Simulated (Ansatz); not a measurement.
C₃H₉BO₂ (`COB(C)OC`), charge 0, multiplicity 1.

Give a relaxed structure at PBE0-D4/def2-TZVP (Ansatz 0.2.0). (Best estimate.)

Computed: 
Z-matrix (Å, degrees):
```
C
O 1 1.408
H 1 1.094 2 111.6
H 1 1.091 2 107.9 3 119.2
H 1 1.094 2 111.5 3 -121.6
B 2 1.367 1 121.7 3 60.6
O 6 1.360 2 117.3 1 180.0
C 6 1.570 2 123.7 1 -0.1
C 7 1.413 6 120.6 2 -0.0
H 8 1.095 6 111.4 2 -59.3
H 8 1.095 6 111.4 2 59.0
H 8 1.090 6 111.5 2 179.9
H 9 1.090 7 107.5 6 -179.9
H 9 1.093 7 111.3 6 60.5
H 9 1.093 7 111.3 6 -60.3
```
Point group Cs.
This is one stationary point; other conformers may exist.
